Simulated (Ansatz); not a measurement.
`[AlH2][InH][Cl]` + `C/N=C(\N)O` → `[CH3][InH][Cl]` + `N/C(O)=[N]\[AlH2]`  (formal exchange of groups at the In–Al bond)

Program: Ansatz. Geometries: PBE0-D4/def2-TZVP. ΔE: electronic, gas phase. CBS: MP2 limit from def2 TZ/QZ plus the TZ coupled-cluster correction, frozen cores. Double bonds are as drawn, so ΔE can hold a change between cis and trans. Functionals use def2-TZVPP. B3LYP here is the variant with VWN-RPA as its local correlation; programs differ in this. Elements past krypton have def2 core potentials. For In outer-core shells are correlated without core-valence functions, which leaves a few kJ/mol of doubt a bond. Each species was taken in one conformer, which may not be the lowest.

(1) Is it downhill or uphill in electronic energy at CCSD(T)/CBS, and by how much? (Estimate.)

(2) What do these levels give: PBE-D4, r2SCAN-D4, PBE0-D4, B3LYP-D4, ωB97X-V, ωB97M-V, B2PLYP, PBE0, CCSD/def2-TZVPP, HF/def2-QZVPP, MP2/def2-QZVPP, HF/CBS(def2)? (Best estimate.)

Largest T1 diagnostic among the species: 0.014.

Answers

(1) Computed: Downhill: ΔE = -109.3 kJ/mol.

(2) The calculation gave: PBE-D4 -95.9, r2SCAN-D4 -110.9, PBE0-D4 -97.2, B3LYP-D4 -107.8, ωB97X-V -105.7, ωB97M-V -110.9, B2PLYP -113.2, PBE0 -97.1, CCSD/def2-TZVPP -108.5, HF/def2-QZVPP -107.9, MP2/def2-QZVPP -120.9, HF/CBS(def2) -108.1 kJ/mol.
